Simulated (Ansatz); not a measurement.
Reaction (atomization): `N[CH2][GeH2][NH2]` → C• + Ge• + 8 H• + 2 N•

Computed with Ansatz on PBE0-D4/def2-TZVP structures; ΔE is electronic, products minus reactants. CBS: MP2 limit from def2 TZ/QZ plus the TZ coupled-cluster correction, frozen cores. This one scheme is used for every species, atoms too. Open shells (•) are unrestricted, without spin–orbit coupling. Spin–orbit coupling would lower the free atoms: a little for C; clearly for Ge. For Ge outer-core shells are correlated without core-valence functions, so the limit isn't a true one: a few kJ/mol of doubt a bond, and 10 to 20 or more in all where bonds break to atoms. Scalar relativity is left out up to krypton. Each species was taken in one conformer, which may not be the lowest.

```tsv
species	MP2/def2-TZVPP energy (Eh)
`N[CH2][GeH2][NH2]`	-2227.72617
C•	-37.75859
Ge•	-2075.50314
H•	-0.49981
N•	-54.49761
```

Q: Work out ΔE.

A: ΔE = 8 × (-0.49981) + 2 × (-54.49761) + (-37.75859) + (-2075.50314) − (-2227.72617) = 1.47074 Eh = +3861.4 kJ/mol. CCSD(T)/CBS gives +3957.2 kJ/mol.

Largest T1 diagnostic among the species: 0.010.

From PBE to PBE0 (25 % exact exchange), in def2-TZVPP and without D4, ΔE moves by −66.7 kJ/mol: exact exchange takes away binding that semilocal exchange gives to molecules. The D4 term adds +32.4 kJ/mol with B3LYP and +17.0 kJ/mol with PBE0; it sums over pairs of atoms, weighted by their polarisabilities, and B3LYP, whose exchange is more repulsive, gets the larger term. In def2-TZVPP, CCSD(T) changes the Hartree–Fock value by +1132.6 kJ/mol (the triples alone add +55.2 kJ/mol) and MP2 by +1145.0 kJ/mol; breaking electron pairs costs correlation energy, which Hartree–Fock lacks.

B3LYP here is the variant with VWN-RPA as its local correlation; programs differ in this.

For atomizations the MP2-based limit and the directly extrapolated one differ by several kJ/mol either way, and by 10 to 25 for some Ge, Se and Sn compounds, so smaller differences from it don't rank the levels.
